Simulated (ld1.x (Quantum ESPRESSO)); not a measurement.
What one change does to a pseudopotential (phosphorus (P), TM)

P, norm-conserving Troullier–Martins (Kleinman–Bylander form), made with ld1.x (Quantum ESPRESSO) 7.5 (LDA (PZ), scalar-relativistic). Core [Ne], reference 3s2 3p3. Waves: 3s (bound): rc 1.60 bohr; 3p (bound): rc 1.95 bohr. Local part: all-electron potential smoothed inside 1.65 bohr (lloc = -2). Core correction: none.

Change: all radii scaled by about 0.75 (s 1.20, p 1.46 bohr); local potential all-electron potential smoothed inside 1.24 bohr (lloc = -2).

Cutoffs: the cutoffs (Ry, on a coarse ladder) from which the occupation-weighted sum of valence levels, in a spherical-Bessel basis at the reference potential, stays within 10 and 1 mRy of its value at 400 Ry; they do not see the model core or the augmentation charge, which bear on the density cutoff. Errors are all-electron minus pseudo energies relative to the spin-unpolarised reference configuration.

Question: Predict the effect on cutoff, ghosts and configuration errors.

Answer: The potential gets harder (21 Ry and 50 Ry → 50 Ry and 110 Ry); of the 9 tests that both files solve, the error grows in 6 and shrinks in 0 by more than 15 % and 0.3 meV (median size 12.6 → 18.7 meV); neither file shows a bound ghost. A smaller radius makes the pseudo-wave follow the all-electron one further in, where it bends more sharply, so more plane waves are needed. That the errors move this way runs against the usual rule that smaller radii transfer better.

| quantity | base | changed |
| --- | --- | --- |
| cutoff, loose | 21 Ry | 50 Ry |
| cutoff, tight | 50 Ry | 110 Ry |
| loose cutoff by channel (10 mRy a level) | s 18 Ry, p 8 Ry | s 40 Ry, p 8 Ry |
| bound ghosts | none | none |
| error for 3s2 3p2, meV [ΔE 9.82 eV] | +4.3 | +5.7 |
| error for 3s2 3p1, meV [ΔE 29.07 eV] | +36 | +44 |
| error for 3s2 3p0, meV [ΔE 58.96 eV] | +148 | +172 |
| error for 3s1 3p3, meV [ΔE 18.89 eV] | +13 | +15 |
| error for 3s2 3p3.3, meV [ΔE -1.34 eV] | +0.2 | +0.3 |
| error for 3s0 3p5, meV [ΔE 17.14 eV] | +12 | +19 |
| error for 3s1 3p4, meV [ΔE 8.50 eV] | +2.7 | +4.0 |
| error for 3s2 3p3 (spin-polarised), meV [ΔE -1.51 eV] | +119 | +118 |
| error for 3s2 3p2 (spin-polarised), meV [ΔE 8.98 eV] | +84 | +85 |
